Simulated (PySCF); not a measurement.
# Working out the excitation energy of S⁺

S⁺ [Ne] 3s2 3p3 (4S) → S⁺ [Ne] 3s1 3p3 3d1 (6D). All numbers are calculated (PySCF 2.14, no relativity, point nucleus, in aug-cc-pV(D+d)Z). Frozen: [Ne]. Energies in hartree (1 hartree = 27.21139 eV):

| part | S⁺ (lower) | S⁺ (upper) |
| --- | --- | --- |
| UHF | -397.159772 | -396.471810 |
| MP2 opposite-spin | -0.052186 | 0.000000 |
| MP2 same-spin | -0.019669 | -0.017249 |

Question: What does Hartree-Fock give?

Answer: (-396.471810) − (-397.159772) = 0.687962 hartree = 18.720 eV.

Question: What do MP2 and SCS-MP2 (6/5 opposite-spin, 1/3 same-spin) give?

Answer: The opposite-spin parts differ by 1.420 eV and the same-spin parts by 0.066 eV. MP2: 18.720 + (1.420) + (0.066) = 20.206 eV. SCS-MP2: 18.720 + 1.2 × (1.420) + (0.066)/3 = 20.446 eV.
